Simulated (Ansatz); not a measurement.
```yaml
crystal:
  periodic: [false, false, false]
  atoms:
    - {symbol: F, position_ang: [-1.132851, 0.100888, 1.844765]}
    - {symbol: C, position_ang: [-0.333328, 0.402438, 0.768362]}
    - {symbol: Si, position_ang: [0.732668, -0.889791, -0.150248]}
    - {symbol: Al, position_ang: [-0.417886, 0.820448, -1.171900]}
    - {symbol: F, position_ang: [-1.257251, 1.737878, -2.248035]}
    - {symbol: H, position_ang: [0.388249, 1.124618, 0.987164]}
    - {symbol: H, position_ang: [2.133789, -1.290259, 0.403842]}
    - {symbol: H, position_ang: [-0.033115, -2.202523, -0.410472]}
basis:
  gaussian: {orbitals: aug-cc-pVTZ, final_grid: {core_spheres: 1, valence_spheres: 1, degree: 1}}
hamiltonian: {xc: {name: PBE}}
```

```sh
$ ansatz run in.yaml --threads 2 --pin off --events-out ev --progress --plain --max-ram 4352MiB
```

Shortened log:

```
Functional definition: PBE
1487 factors; their error is unknown
mean field evaluation 1: about -20971.1424 eV, gradient 7.4e1 eV
mean field evaluation 2: about -20920.7655 eV, gradient 1.5e2 eV
mean field evaluation 4: about -20982.1408 eV, gradient 2.2e1 eV
mean field evaluation 8: about -20982.9669 eV, gradient 2.7e-1 eV
mean field evaluation 32: about -21363.2538 eV, gradient 8.1e0 eV
a density is far from that of the atoms, so the factors are made again for it
2940 factors; integrals over basis functions are off by at most 1.7e-4 eV
mean field evaluation 64: about -21361.7575 eV, gradient 1.5e-3 eV
mean field -21361.75745057 eV, -785.0301067891 hartree, gradient 2.0e-5 eV, S^2 0.000000; 0 other end points of the search recorded, 0 dependent functions left out
reference -21361.75754908 eV, -785.0301104094 hartree; 27, 27 occupied and 280, 280 virtual orbitals, 2940 factors
Total energy: -21361.75754908 eV, -785.0301104094 hartree
```

In this input the integration grid is far too coarse. The run converged. The result belongs to that input, not to the molecule as meant.
